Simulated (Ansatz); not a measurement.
One change: `C[NH][GaH2]` becomes `B[NH][GaH2]`.

Ansatz, PBE0-D4/def2-TZVP geometries, multiplicity 1. 

Scalar relativity is left out up to krypton.

```json
{"property": "LUMO energy (PBE/def2-TZVPP) / eV", "`C[NH][GaH2]`": "-1.51"}
{"property": "zero-point energy (PBE0-D4/def2-TZVP) / kJ/mol", "`C[NH][GaH2]`": "177.5"}
{"property": "size of the dipole moment (ωB97M-V/def2-TZVPP) / D", "`C[NH][GaH2]`": "0.90"}
{"property": "size of the dipole moment (PBE/def2-TZVPP) / D", "`C[NH][GaH2]`": "1.19"}
{"property": "HOMO energy (ωB97M-V/def2-TZVPP) / eV", "`C[NH][GaH2]`": "-9.04"}
{"property": "HOMO energy (PBE0/def2-TZVPP) / eV", "`C[NH][GaH2]`": "-6.73"}
```

(1) What does the change do to each property? (Estimate.)

## Answers

(1) Ansatz gave: 
```
                                          property  `B[NH][GaH2]`  shift
                 LUMO energy (PBE/def2-TZVPP) / eV          -2.30  -0.79
    zero-point energy (PBE0-D4/def2-TZVP) / kJ/mol          135.2  -42.3
size of the dipole moment (ωB97M-V/def2-TZVPP) / D           1.68   0.78
    size of the dipole moment (PBE/def2-TZVPP) / D           1.66   0.47
             HOMO energy (ωB97M-V/def2-TZVPP) / eV         -10.66  -1.62
                HOMO energy (PBE0/def2-TZVPP) / eV          -8.38  -1.65
```

With PBE0 the HOMO falls by 1.65 eV and the LUMO falls by 0.71 eV, so the gap widens by about 0.94 eV. PBE moves the HOMO by -1.53 eV and ωB97M-V by -1.62 eV. The zero-point energy changes by -42.3 kJ/mol with -3 modes. Dipoles are sizes alone; their direction can turn.
